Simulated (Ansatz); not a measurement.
Geometry optimisation, UKS PBE0/def2-SVP in Ansatz 0.2.0.

Input:

```yaml
crystal:
  periodic: [false, false, false]
  atoms:
    - { symbol: Si, position_ang: [-0.48379, -0.85295, -0.9805] }
    - { symbol: B, position_ang: [0.17789, 0.2419, 0.31398] }
    - { symbol: Te, position_ang: [1.41634, 0.88979, 1.79777] }
    - { symbol: H, position_ang: [-1.55089, -1.84747, -0.81949] }
    - { symbol: H, position_ang: [-0.61519, 0.8901, -0.2515] }
    - { symbol: H, position_ang: [0.62968, 2.35006, 2.10458] }
magnetization:
  spin_polarized: true
basis:
  gaussian: { orbitals: def2-SVP }
hamiltonian:
  xc: pbe0
relax:
  f_tol: 0.02
  max_steps: 50
```

Run as:

```bash
$ ansatz run input.yaml --threads 2 --pin off --max-ram 3072MiB --backend cpu --events-out ev --progress --plain --runs-dir out
```

Question: Where does it end, and by what steps?

Answer: The run converged. After 15 steps the energy has fallen by 0.761 eV; H4 moved furthest, 0.52 Å.

```json
{"step": "0", "energy less start (eV)": "0.0000", "largest force component (eV/Å)": "1.704", "accepted": "yes"}
{"step": "1", "energy less start (eV)": "-0.5427", "largest force component (eV/Å)": "0.869", "accepted": "yes"}
{"step": "2", "energy less start (eV)": "-0.6496", "largest force component (eV/Å)": "0.447", "accepted": "yes"}
{"step": "3", "energy less start (eV)": "-0.6812", "largest force component (eV/Å)": "0.140", "accepted": "yes"}
{"step": "4", "energy less start (eV)": "-0.6956", "largest force component (eV/Å)": "0.191", "accepted": "yes"}
{"step": "5", "energy less start (eV)": "-0.7135", "largest force component (eV/Å)": "0.294", "accepted": "yes"}
{"step": "6", "energy less start (eV)": "-0.7223", "largest force component (eV/Å)": "0.178", "accepted": "yes"}
{"step": "7", "energy less start (eV)": "-0.7297", "largest force component (eV/Å)": "0.073", "accepted": "yes"}
{"step": "8", "energy less start (eV)": "-0.7370", "largest force component (eV/Å)": "0.122", "accepted": "yes"}
{"step": "9", "energy less start (eV)": "-0.7426", "largest force component (eV/Å)": "0.264", "accepted": "yes"}
{"step": "10", "energy less start (eV)": "-0.7371", "largest force component (eV/Å)": "0.301", "accepted": "no"}
{"step": "11", "energy less start (eV)": "-0.7507", "largest force component (eV/Å)": "0.148", "accepted": "yes"}
{"step": "12", "energy less start (eV)": "-0.7567", "largest force component (eV/Å)": "0.181", "accepted": "yes"}
{"step": "13", "energy less start (eV)": "-0.7600", "largest force component (eV/Å)": "0.065", "accepted": "yes"}
{"step": "14", "energy less start (eV)": "-0.7609", "largest force component (eV/Å)": "0.037", "accepted": "yes"}
{"step": "15", "energy less start (eV)": "-0.7614", "largest force component (eV/Å)": "0.016", "accepted": "yes"}
```

```xyz
6
Properties=species:S:1:pos:R:3
Si -0.167 -1.161 -1.184
B -0.040 0.362 0.067
Te 1.227 0.661 1.745
H -1.359 -1.681 -0.365
H -0.756 1.302 -0.214
H 0.669 2.189 2.115
```

Run time: 49 s on 2 threads of Intel(R) Xeon(R) Platinum 8488C (Sapphire Rapids) (shared host), peak memory 0.23 GiB.
